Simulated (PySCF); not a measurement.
## Broadened absorption spectrum of C5H9AsO2

Species: C₅H₉AsO₂.
SMILES with atom numbers: `[O:1]=[C:2]([OH:3])[C@@H:4]1[CH2:5][CH2:6][AsH:7][CH2:8]1` (hydrogens: H9 on O3; H10 on C4; H11, H12 on C5; H13, H14 on C6; H15 on As7; H16, H17 on C8)

Method: TDDFT PBE0/def2-SVPD, vertical, gas phase, core orbitals frozen in the response (PySCF). Isolated species at its PBE0-D3(BJ)/def2-SVP geometry (one conformer only). The PBE0/def2-SVPD calculation is non-relativistic and has no spin–orbit coupling, an omission that weighs most on arsenic.

Each state is given a Gaussian of 0.3 eV full width at half maximum, with ε(max) = 2.175×10⁸ f / Δν̃ (Δν̃ the width in cm⁻¹). The width is an assumption, not a result. The curve ends short of the highest state used, and states not computed would add to its high-energy end.

```csv
λ (nm),ε (L mol⁻¹ cm⁻¹)
178.2,7897
180.9,4569
183.7,3625
186.4,3461
189.1,3600
191.9,3074
194.6,2333
197.3,2983
200.0,5173
202.8,7084
205.5,6832
208.2,4851
211.0,2670
213.7,1610
216.4,1653
219.2,2177
221.9,2383
224.6,2007
227.4,1275
230.1,642
232.8,258
235.6,80
238.3,21
241.0,5
```

Q: Locate the maxima and give the states behind the curve.

A: 222 nm (5.60 eV), ε about 2400, made up of S1 (99%); 204 nm (6.08 eV), ε about 7300, made up of S2 (33%) and S3 (67%); 189 nm (6.56 eV), ε about 3600, made up of S4 (85%) and S5 (15%) (hardly more than a shoulder) (ε in L mol⁻¹ cm⁻¹; maxima over ε = 5, shares over 10%). At its high-energy end, 6.96 eV, the curve is still rising (ε about 8000, from S5 and S6). The states used: S1 5.59 eV (f 0.026); S2 6.01 eV (f 0.031); S3 6.12 eV (f 0.056); S4 6.52 eV (f 0.036); S5 6.80 eV (f 0.032); S6 7.10 eV (f 0.140); S7 7.24 eV (f 0.013); S8 7.50 eV (f 0.0073); S9 7.53 eV (f 0.024); S10 7.56 eV (f 0.021).

Q: What would ε be at 6.08 eV, the highest of these maxima, with half the width (0.15 eV)?

A: About 11500 L mol⁻¹ cm⁻¹ against 7260, a factor of about 1.6; a lone state at its own centre would give exactly 2.

Q: On this curve, what absorbance would a 10⁻⁵ mol/L sample give at 193 nm over a 1 cm path?

A: 193 nm is 6.424 eV, where ε is about 2700 L mol⁻¹ cm⁻¹, so A = ε c l ≈ 0.027 (Beer–Lambert, with the gas-phase spectrum and the assumed width).

Q: Coming from long wavelengths, where does ε first pass 100 L mol⁻¹ cm⁻¹?

A: At about 235 nm (5.27 eV), 0.32 eV below S1.

All these states lie below the vertical ionisation energy of 8.94 eV (ΔSCF).
